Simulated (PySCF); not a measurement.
methylhydroxycarbene (C2H4O), SMILES C[C]O (connectivity only; charge and spin as stated), neutral, multiplicity 1. Atoms are numbered in the order given.

```xyz
7

C      0.1313    -1.1360     0.0000
C     -0.6615     0.1346     0.0000
O      0.1267     1.1740     0.0000
H      0.7837    -1.1579     0.8861
H     -0.4969    -2.0242     0.0000
H      0.7837    -1.1579    -0.8861
H      1.0965     0.9560     0.0000
```
Charge 0, spin multiplicity 1.

Geometry: r2SCAN-D4/def2-TZVP. The geometry has at least one imaginary mode, so it is a saddle point at that level. One conformer was computed; it need not be the lowest.

Two levels are set side by side: PBE/pcSseg-2 (PySCF) and HF/pcSseg-2 (PySCF). GIAO shifts against H2O (¹⁷O), TMS (¹H), TMS (¹³C) at the same level; non-relativistic, no solvent, atoms listed together averaged. Differences are taken from unrounded values.

```tsv
quantity	PBE
δ(¹³C) of C1 (ppm)	49.9
δ(¹³C) of C2 (ppm)	489.8
δ(¹⁷O) of O3 (ppm)	434.8
δ(¹H) of H7 (ppm)	12.56
```

Problem. These are the PBE values. What does HF give? (Estimate from the structure and the level; the computed values follow.)

Solution. 
| quantity | HF | PBE minus HF |
|---|---|---|
| δ(¹³C) of C1 (ppm) | 46.6 | 3.3 |
| δ(¹³C) of C2 (ppm) | 560.1 | -70.3 |
| δ(¹⁷O) of O3 (ppm) | 372.9 | 61.8 |
| δ(¹H) of H7 (ppm) | 10.70 | 1.86 |

Rough cost on one machine, each run with all the roots and properties that it gave: HF against PBE within a factor of 2.
